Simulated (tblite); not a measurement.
Compound: C₈H₄S₂.
SMILES: `C#Cc1cc2sccc2s1`

Calculated harmonic vibrations of the isolated species, GFN2-xTB (tblite), most abundant isotopes, no scaling. The method is semi-empirical: single wavenumbers can be off by several per cent or more.

Harmonic wavenumbers (cm⁻¹): 86.9, 112.8, 194.5, 223.7, 318.5, 352.3, 407.4, 430.7, 444.3, 463.5, 490.2, 586.0, 593.2, 635.1, 638.0, 702.6, 742.5, 774.6, 799.6, 823.1, 825.3, 905.6, 1068.1, 1105.4, 1134.0, 1161.7, 1332.5, 1367.9, 1435.3, 1489.1, 1510.1, 2240.0, 3141.4, 3145.0, 3163.8, 3399.8.

A = 2781, B = 672.4, C = 541.5 MHz; mass 163.975 u (most abundant isotopes); point group Cs, symmetry number 1.

Q: What is the zero-point energy?

A: Half the sum of the wavenumbers: 19122 cm⁻¹ = 228.75 kJ/mol.

Q: What is S at 298.15 K and 1 bar for an ideal gas of classical rigid rotors and harmonic oscillators?

A: Translation 172.46, rotation 126.11, vibration 88.41: S = 387.0 J/(mol K).

Q: And Cp and H(298.15 K) − H(0)?

A: Cp = 149.63 J/(mol K), of which vibrations give 116.37 (their classical limit is 36 R = 299.3); H(298.15 K) − H(0) = 25.58 kJ/mol without the zero-point energy, 15.67 from vibrations.

Q: How do the functions run with temperature in this model?

A: 
```
T (K)  S (J/(mol K))  Cp (J/(mol K))  H − H(0) (kJ/mol)  G − H(0) (kJ/mol)  ln q(vib)
  100          279.2            62.1               4.45             -23.47       0.69
  200          335.9           107.6              12.89             -54.29       2.33
  300          387.9           150.3              25.86             -90.51       4.35
  500          479.9           209.4              62.39            -177.57       8.74
  800          589.7           255.7             132.99            -338.75      15.07
 1000          648.8           273.6             186.03            -462.74      18.90
```

q(vib) and H(0) count from the zero-point level.

Q: What must be added to the electronic energy to get the Gibbs energy at 298.15 K and 1 bar?

A: ZPE + [H(298.15 K) − H(0)] − T·S = 228.75 + 25.58 − 115.38 = 138.95 kJ/mol.

Hindered rotation and anharmonicity are outside this model.
